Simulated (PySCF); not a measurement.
Geometry (Å), atoms numbered from 1 in this order:
```xyz
18

C    -2.814   -0.608   -0.432
C    -2.029    0.585    0.022
C    -2.813    1.585    0.684
N    -3.450    2.376    1.215
N    -0.796    0.797   -0.111
Si    0.564   -0.007   -0.769
C     1.703   -0.204    0.755
C     3.034   -0.660    0.294
N     4.048    0.035    0.039
H    -3.274   -1.093    0.429
H    -3.616   -0.287   -1.096
H    -2.166   -1.309   -0.949
H     0.397   -1.322   -1.406
H     1.089    0.974   -1.713
H     1.273   -0.925    1.449
H     1.779    0.762    1.255
H     3.139   -1.729    0.125
H     3.925    1.036    0.197
```

[PySCF 2.14.0 with density-fitted response routines: geometry: GFN2-xTB; σ from GIAO-PBE0/pcSseg-1; rapidly exchanging positions averaged; in vacuum; relativity neglected; single conformer]

Shifts are taken against calculated references (same method and geometry level): 13C vs TMS.

Do the 13C shifts follow the atomic charges (in e)? Tabulate both.

Results:


```
atoms  hybridisation  δ (ppm)  σ para (ppm)  Hirshfeld    IAO  Mulliken  ESP-fitted
   C8              –    171.2          -238      +0.05  +0.05     -0.01       +0.44
   C2              –    158.3          -222      +0.13  +0.18     +0.06       +0.65
   C3              –    119.6          -194      +0.08  +0.13     +0.13       +0.20
   C7              –     33.4          -103      -0.16  -0.58     -0.50       -0.54
   C1              –     32.1           -95      -0.11  -0.46     -0.18       -0.56
```

Correlation coefficients of δ with charge over these carbons: Hirshfeld +0.91, IAO +0.93, Mulliken +0.77, ESP-fitted +0.98; with the paramagnetic shielding -1.00. With so few points these coefficients are fragile. Charge is one influence among several: hybridisation and low-lying excitations act through the paramagnetic term.

Shifts are as computed. Against solution values, carbons near 30 ppm lie about +3 ppm off and those near 130 ppm about +5 ppm. Of 1211 compounds with measured shifts, 218 miss one by over three times the rms of a fit or turn the order of signals round; such compounds aren't used in these exercises.
